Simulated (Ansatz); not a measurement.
System: C₃H₁₄Si₃ (charge 0, singlet). 
Coordinates optimised at B3LYP-D3(BJ)/def2-TZVP (Ansatz, a first-principles code):
SMILES: [SiH](CCC)([SiH3])[SiH3]
```xyz
20

C      3.7056     0.1041     0.4163
C      2.3614     0.2392    -0.2951
C      1.2221    -0.4736     0.4433
Si    -0.4583    -0.3703    -0.4235
Si    -2.1063    -1.4820     0.8197
Si    -1.1111     1.8618    -0.7308
H      4.4983     0.6215    -0.1279
H      3.9938    -0.9454     0.5110
H      3.6589     0.5264     1.4228
H      2.4443    -0.1607    -1.3102
H      2.1171     1.2994    -0.4094
H      1.1140    -0.0585     1.4508
H      1.4703    -1.5316     0.5776
H     -0.3667    -1.0151    -1.7631
H     -2.2703    -0.8279     2.1428
H     -1.7379    -2.9021     1.0512
H     -3.4129    -1.4442     0.1176
H     -0.1790     2.5942    -1.6247
H     -2.4715     1.9315    -1.3194
H     -1.1349     2.5609     0.5795
```

Basis-set convergence of Hartree-Fock and CCSD correlation energies (hartree) with Ansatz. Cores are frozen in the correlated levels unless marked. No spin-orbit coupling. No relativistic terms.

```tsv
basis	functions	E(HF)	E(corr, CCSD)
aug-cc-pV(D+d)Z	291	-988.57797	-0.88875
aug-cc-pV(T+d)Z	625	___	___
```

Task: What belongs in the gaps?

Result: 
- aug-cc-pV(T+d)Z, E(HF): -988.64143
- aug-cc-pV(T+d)Z, E(corr, CCSD): -1.02802
